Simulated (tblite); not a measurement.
H4NSeSi (doublet state).
Z-matrix (Å and degrees, GFN2-xTB geometry), rows numbered from 1:
```
N 
Si  1  1.6467
Se  2  2.4728  1   90.79
H   1  1.0084  2  125.75  3    91.79
H   2  1.4528  1  111.90  3   100.36
H   2  1.4629  1  131.04  3  -104.96
H   3  1.4432  2   94.15  1   -71.12
```

Calculated harmonic vibrations of the isolated species, GFN2-xTB (tblite), most abundant isotopes, no scaling. This tight-binding method is rough: wavenumbers can miss measured ones by several per cent, in bad cases by 10 to 20. Modes of hydrogen on selenium and silicon can be 10 to 20 % off. One conformer, not necessarily the lowest. Open shells enter through the occupations alone, without spin polarisation, and single modes of such species can be off by tens of per cent.

Harmonic wavenumbers (cm⁻¹): 120.1, 145.4, 192.4, 313.3, 467.7, 489.3, 530.0, 666.4, 752.0, 791.8, 1121.7, 2064.9, 2242.4, 2340.4, 3442.0.

A = 14101, B = 2596, C = 2298 MHz; mass 125.928 u (most abundant isotopes); point group C1, symmetry number 1; spin multiplicity 2.

**Question.** Zero-point energy?

**Answer.** Half the sum of the wavenumbers: 7840 cm⁻¹ = 22.41 kcal/mol.

**Question.** Give the ideal-gas entropy at 350 K and 1 bar in the rigid-rotor, harmonic-oscillator model (classical rotation).

**Answer.** Translation 41.23, rotation 26.23, vibration 14.58, spin (R ln 2) 1.38: S = 83.4 cal/(mol K).

**Question.** And Cp and H(350 K) − H(0)?

**Answer.** Cp = 23.13 cal/(mol K), of which vibrations give 15.18 (their classical limit is 15 R = 29.8); H(350 K) − H(0) = 5.62 kcal/mol without the zero-point energy, 2.84 from vibrations.

**Question.** Blend soft modes into free rotors: weight 1/[1 + (100 cm⁻¹/ν̃)⁴] for the oscillator and the rest for a rotor with moment μB/(μ + B), μ = h/(8π²ν), B = 10⁻⁴⁴ kg m². What vibrational entropy results?

**Answer.** 14.32 cal/(mol K) in place of 14.58, which changes −T·S at 350 K by +0.09 kcal/mol.

**Question.** Which modes carry the vibrational entropy at 350 K?

**Answer.** 120.1 cm⁻¹: 3.41; 145.4 cm⁻¹: 3.04; 192.4 cm⁻¹: 2.50; 313.3 cm⁻¹: 1.62; 467.7 cm⁻¹: 0.97; 489.3 cm⁻¹: 0.90 cal/(mol K); the other 9 give 2.14 together.

**Question.** What must be added to the electronic energy to get the Gibbs energy at 350 K and 1 bar?

**Answer.** ZPE + [H(350 K) − H(0)] − T·S = 22.41 + 5.62 − 29.20 = -1.17 kcal/mol.

Hindered rotation and anharmonicity are outside this model. Other conformers, if any are populated, would add a mixing term that is left out. The structure is chiral; the term R ln 2 for an equal mix with its mirror image is left out.

Hardware: one thread, Arm Neoverse N1 (shared host). The figure is for the frequency step alone.
